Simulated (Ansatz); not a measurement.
Al₂O₅H₄⁺, that is [(OH)2Al]2O with one electron fewer. The state is a doublet with charge 1. Geometry PBE0-D4/def2-SVP, that of the neutral singlet; atoms count from 1.

```xyz
11

Al    0.735   -1.317   -0.423
O     1.448   -2.493    0.571
O     0.777   -1.554   -2.102
O    -0.011    0.068    0.183
Al   -0.841    1.518    0.451
O    -0.044    2.950    0.880
O    -2.528    1.638    0.350
H     1.479   -2.453    1.527
H     1.191   -2.317   -2.507
H     0.904    3.035    0.982
H    -3.109    0.925    0.086
```

Estimate the Mulliken populations from the PBE0/def2-TZVP orbitals of Ansatz.


| atom | charge (e) | spin (α − β) |
| --- | --- | --- |
| Al1 | 0.69 | -0.03 |
| O2 | -0.41 | 0.21 |
| O3 | -0.39 | 0.29 |
| O4 | -0.28 | 0.02 |
| Al5 | 0.68 | -0.04 |
| O6 | -0.37 | 0.29 |
| O7 | -0.37 | 0.29 |
| H8 | 0.36 | -0.01 |
| H9 | 0.37 | -0.01 |
| H10 | 0.36 | -0.01 |
| H11 | 0.36 | -0.01 |
Mulliken values and Mayer orders depend strongly on the basis.

Where does the spin sit?

Summed by element: Al -0.07, O 1.10, H -0.03, of 1 unpaired in all. Largest on single atoms: O6 0.29, O7 0.29, O3 0.29.

And the Mayer bond orders between bonded heavy atoms (over 0.3)?

Al1–O2 1.17 (1.70 Å); Al1–O3 1.12 (1.70 Å); Al1–O4 1.18 (1.69 Å); O4–Al5 1.19 (1.69 Å); Al5–O6 1.13 (1.69 Å); Al5–O7 1.13 (1.69 Å).
